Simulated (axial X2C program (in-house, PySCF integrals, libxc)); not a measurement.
**SSmS²⁺: the levels of the configuration f(δφ)2 f(π)0**

Computed with an axial X2C code built on PySCF integrals: two-component X2C with atomic mean-field Coulomb and Gaunt terms, basis S dyall-v3z, Sm dyall-v3z (cores contracted in-house). Orbitals come from Hartree–Fock averaged over the configuration Sm f(δφ)2 f(π)0; CI then distributes these electrons over the f(δφ), f(π) shells of Sm.

S–Sm–S held linear, both bonds 2.205 Å (near the minimum of the configuration average).

Active spinors (ω > 0):

```csv
shell,ω,ε (eV),character
f(δφ),3/2,-17.01,97% Sm f
f(δφ),5/2,-16.81,100% Sm f
f(δφ),7/2,-15.89,100% Sm f
f(δφ),5/2,-15.35,100% Sm f
f(π),3/2,-9.59,"88% Sm f, 8% S p"
f(π),1/2,-8.87,"83% Sm f, 8% S p, 4% Sm p"
```

Lowest levels of this model:

| Ω | energy (cm⁻¹) | g∥ | configuration |
| --- | --- | --- | --- |
| 4 | 0 | 6.31 | 100% f(δφ)2 |
| 0 | 4891 | 0.00 | 100% f(δφ)2 |
| 5 | 6969 | 10.14 | 100% f(δφ)2 |
| 1 | 8378 | 2.80 | 100% f(δφ)2 |
| 6 | 12086 | 13.85 | 100% f(δφ)2 |
| 1 | 15964 | 2.70 | 99% f(δφ)2 |
| 2 | 16800 | 5.72 | 99% f(δφ)2 |
| 0 | 18085 | 0.00 | 97% f(δφ)2 |
| 0 | 21866 | 0.00 | 98% f(δφ)2 |
| 0 | 24555 | 0.00 | 99% f(δφ)2 |

g∥ is the magnitude of 2⟨Lz + ge Sz⟩ for the +Ω component.

Problem. From Ω and g∥ of the lowest level, whose 2⟨Lz + ge Sz⟩ is positive, find ⟨Sz⟩ and ⟨Lz⟩ (ge = 2.0023).

Solution. Ω = ⟨Lz⟩ + ⟨Sz⟩ = 4 and ⟨Lz⟩ + ge⟨Sz⟩ = 3.155, so ⟨Sz⟩ = -0.84 and ⟨Lz⟩ = 4.84.

Occupations of the active spinors in the lowest level by ω, shell by shell in order of energy: -7/2: 0.00; -5/2: 0.00 0.00; -3/2: 0.00 0.00; -1/2: 0.00; 1/2: 0.00; 3/2: 1.00 0.00; 5/2: 0.90 0.10; 7/2: 0.00. The leading determinant has weight 0.90 among 5.

This point took 5.7 s on 1 thread of Arm Neoverse V1, with other jobs on the host.

Dynamic correlation is missing, so gaps between terms are too wide and other configurations may lie lower; the lowest level listed is that of this model, not necessarily the ground state. At most 6 roots were kept for each Ω > 0 (twice that for Ω = 0) within 3.5 eV of the lowest, so higher up levels can be missing between those listed; levels with Ω > 0 are doubly degenerate and listed once, Ω = 0 levels singly. States that fill the shells left empty in the average are placed too high. Along the bond the averaged SCF switches between close solutions, so this one may not be the lowest. The molecule was held linear; bending was not examined.
